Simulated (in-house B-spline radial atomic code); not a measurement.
A run on neutral dysprosium (an excited or competing configuration) that did not converge. Method: scalar-relativistic (X2C) wB97X, spin-polarised, spherical fractional occupations, exact exchange averaged over the configuration, Fermi nucleus of rms radius 5.2218 fm; computed with an all-electron radial atomic-structure program (B-spline basis).

Command:
```bash
python run_scf.py task.json out
```
Settings (nuclear radius in fm, mass in u):
```
Z                66
configuration    [Xe] 4f9 6s2 6f1
hamiltonian      x2c
method           wb97x
spin_polarised   True
nucleus          fermi
rms_radius       5.2218
atomic_mass      163.92918
speed_of_light   137.035999084
exact_exchange   averaged over the configuration
```

First and last ten iterations of the last attempt (damped for 15 steps, keeping 80 % of the old Fock matrix, then DIIS):
```
 iter        energy (Eh)    residual
    1      -12103.653764    7.81e-01
    2      -12117.414423    1.25e+00
    3      -12136.754777    8.19e-01
    4      -12147.152021    5.10e-01
    5      -12152.443290    3.43e-01
    6      -12154.985832    2.25e-01
    7      -12156.154944    1.54e-01
    8      -12156.665917    1.09e-01
    9      -12156.908723    7.62e-02
   10      -12157.035098    5.36e-02
  111      -12157.203521    7.63e-04
  112      -12157.203582    7.09e-04
  113      -12157.204292    9.56e-04
  114      -12157.204328    8.52e-04
  115      -12157.203606    1.27e-03
  116      -12157.204514    1.63e-03
  117      -12157.203803    9.41e-04
  118      -12157.203861    6.00e-04
  119      -12157.203656    5.70e-04
  120      -12157.203441    7.66e-04
 not converged after 120 iterations
```

The smallest residual met was 3.0e-04; the threshold is about 7e-07. No energy from this run should be used. Time taken, with all properties: 51 s on 1 thread of Intel(R) Xeon(R) 6975P-C (shared host).
